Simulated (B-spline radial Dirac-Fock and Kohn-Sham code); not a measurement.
Nd⁴⁺: scattering cross sections and density moments

System: neodymium as Nd⁴⁺, configuration 1s2 2s2 2p6 3s2 3p6 3d10 4s2 4p6 4d10 4f2 5s2 5p6.

Level of theory: Dirac-Fock densities; a radial B-spline solver.

| Property | Result |
| --- | --- |
| Sum of ⟨r⟩ | 31.44 bohr |
| Sum of ⟨r²⟩ | 33.98 bohr² |
| Sum of ⟨1/r⟩ | 390.18 per bohr |
| Langevin diamagnetic susceptibility | -26.9 × 10⁻⁶ cm³/mol |
| Lamb shielding (α²/3)Σ⟨1/r⟩ | 6926 ppm |

Coherent scattering is the Thomson cross section weighted by f₀², without anomalous dispersion; incoherent scattering is Klein-Nishina weighted by S. The Lamb formula is the non-relativistic shielding expression. Electron correlation is left out.

| hν (keV) | coherent (b) | incoherent (b) | incoherent per electron (b) |
| --- | --- | --- | --- |
| 1 | 2028 | 0.5281 | 0.00943 |
| 8.0478 | 933.3 | 9.735 | 0.174 |
| 17.4793 | 424.6 | 16.54 | 0.295 |
| 50 | 98.13 | 23.47 | 0.419 |
| 100 | 31.18 | 24.05 | 0.429 |
| 200 | 9.023 | 21.43 | 0.383 |
| 500 | 1.591 | 15.90 | 0.284 |
| 1000 | 0.4097 | 11.75 | 0.210 |

Incoherent scattering overtakes coherent scattering between 100 and 200 keV.

Values without a named source are computed, but for edge energies of neutral atoms, which are taken from tables.
